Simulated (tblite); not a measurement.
Compound: C4H14FNSi3.
Bonds: F1–Si2, Si2–N3, N3–Si4, Si4–C5, C5–Si6, N3–C7, C7–C8, C8–C9, C7–C9. Hydrogens: H10, H11 on Si2; H12, H13 on Si4; H14, H15 on C5; H16, H17, H18 on Si6; H19 on C7; H20, H21 on C8; H22, H23 on C9.

Computed geometry: GFN2-xTB, gas phase.

Q: Give the optimised bond lengths and angles.

A: 
| bond | length (bohr) | order |
| --- | --- | --- |
| F1–Si2 | 3.035 | single |
| Si2–N3 | 3.252 | single |
| N3–Si4 | 3.312 | single |
| Si4–C5 | 3.584 | single |
| C5–Si6 | 3.584 | single |
| N3–C7 | 2.701 | single |
| C7–C8, C7–C9 | 2.829 | single |
| C8–C9 | 2.841 | single |
| Si2–H10, Si2–H11 | 2.754 | single |
| Si4–H12, Si4–H13 | 2.771 | single |
| C5–H14, C5–H15 | 2.058 | single |
| Si6–H16, Si6–H17, Si6–H18 | 2.773 | single |
| C7–H19 | 2.050 | single |
| C8–H20, C9–H22 | 2.037 | single |
| C8–H21, C9–H23 | 2.040 | single |

Bonds in one row agree within 0.02 bohr and their mean is given. Orders are formal, as drawn. A selection of angles:
| angle | degrees |
| --- | --- |
| F1–Si2–N3 | 107.0 |
| F1–Si2–H10 | 104.7 |
| N3–Si2–H10 | 113.1 |
| N3–Si2–H11 | 111.5 |
| H10–Si2–H11 | 114.4 |
| Si2–N3–Si4 | 121.3 |
| Si2–N3–C7 | 115.3 |
| Si4–N3–C7 | 123.2 |
| N3–Si4–C5 | 109.5 |
| N3–Si4–H12 | 110.1 |
| N3–Si4–H13 | 106.9 |
| C5–Si4–H12 | 110.0 |
| C5–Si4–H13 | 111.9 |
| H12–Si4–H13 | 108.4 |
| Si4–C5–Si6 | 115.8 |
| Si4–C5–H14 | 108.2 |
| Si6–C5–H14 | 108.6 |
| H14–C5–H15 | 106.2 |
| C5–Si6–H16 | 110.1 |
| C5–Si6–H18 | 111.3 |
| H16–Si6–H17 | 108.1 |
| H16–Si6–H18 | 109.0 |
| N3–C7–C8 | 122.6 |
| N3–C7–C9 | 122.4 |
| N3–C7–H19 | 111.4 |
| C8–C7–C9 | 60.3 |
| C8–C7–H19 | 115.8 |
| C7–C8–C9 | 59.9 |
| C7–C8–H20 | 117.9 |
| C7–C8–H21 | 118.4 |
| C9–C8–H20 | 118.0 |
| C9–C8–H21 | 118.4 |
| H20–C8–H21 | 113.9 |
| C8–C9–H23 | 118.5 |

Dihedral angles: F1–Si2–N3–Si4 -7° (synperiplanar); Si2–N3–Si4–C5 -62° (synclinal); N3–Si4–C5–Si6 -55° (synclinal); Si2–N3–C7–C8 142° (anticlinal); N3–C7–C8–C9 112° (anticlinal); N3–C7–C9–C8 -112° (anticlinal). The mirror-image conformer, all signs reversed, is as good.

Si4 (SiH2 silicon) is tetrahedral (angles from 106.9° to 111.9°). Si2 (fluorine-bound silicon) is distorted tetrahedral (angles from 104.7° to 114.4°). Of the pairs four or more bonds apart, Si4···H20 is among the closest relative to their van der Waals radii: 2.94 Å, 89 % of the sum of Bondi's values. Si6 (SiH3 silicon) is tetrahedral (angles from 108.1° to 111.3°). The 3-membered ring C7–C8–C9 has internal angles of 59.9° to 60.3°. N3 (nitrogen bridging silicon atoms) is planar (angles 123.2°, 121.3° and 115.3°, sum 359.8°, 0.04 Å off the plane of its three neighbours). The 2 N–Si bonds span 1.721 Å (Si2–N3, drawn single) to 1.752 Å (N3–Si4, drawn single), a spread of 0.031 Å.

Point group: C1 (no symmetry element, even within 0.4 Å). Its GFN2-xTB frequencies are all real (lowest 34 cm⁻¹). The numbers are those of one conformer.
